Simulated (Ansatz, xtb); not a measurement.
## Relaxing a trial structure of Cl2GeH4OSi

The starting geometry of this gas-phase singlet was built from a drawn formula by distance geometry and a force field; its bonds are those of `[OH2+][Si-](Cl)[GeH2][Cl]`.

| atom | x (Å) | y (Å) | z (Å) |
| --- | --- | --- | --- |
| Cl | -0.0079 | 1.3020 | 3.0163 |
| Cl | 1.8574 | 2.3035 | -0.6470 |
| Ge | -0.2560 | 2.3483 | -0.3892 |
| O | -0.4315 | -0.7551 | 0.6926 |
| Si | -0.9247 | 0.8444 | 1.1889 |
| H | -0.8031 | -0.9411 | -0.2097 |
| H | 0.5511 | -0.6648 | 0.5192 |
| H | -0.9471 | 1.9314 | -1.7771 |
| H | -0.6929 | 3.7747 | 0.0373 |

Q: Where would you expect an optimisation with r2SCAN-D4/def2-SVP to take it?

A: It keeps its links, though one stretches towards breaking, and is `[OH2+][Si-](Cl)[GeH2][Cl]`. Distances that change by over a tenth: O4–Si5 (1.75 → 1.99 Å).

The energy falls by 1.90 eV over 18 steps:

| step | E − E(last) (eV) |
| --- | --- |
| 1 | 1.896 |
| 3 | 0.436 |
| 5 | 0.235 |
| 7 | 0.069 |
| 9 | 0.030 |
| 10 | 0.016 |
| 12 | 0.003 |
| 14 | 0.001 |
| 16 | 0.000 |
| 18 | 0.000 |

Final geometry (Å):

```xyz
9

Cl   -0.2922    1.4199    2.9006
Cl    1.5160    1.4379   -0.8166
Ge   -0.5199    2.3280   -0.3462
O    -0.0154   -0.5710    0.7039
Si   -1.4644    0.6753    1.2738
H    -0.3267   -1.2619    0.0964
H     0.7429   -0.0902    0.2468
H    -1.1252    2.4565   -1.7643
H    -0.1699    3.7488    0.1371
```

From the same start GFN2-xTB reaches the same bonding as this run.

The end wasn't checked by frequencies. Run with Ansatz 0.2.0, 56 s on 2 threads of Intel(R) Xeon(R) Platinum 8259CL CPU @ 2.50GHz (Skylake/Cascade Lake), with other jobs on the host.
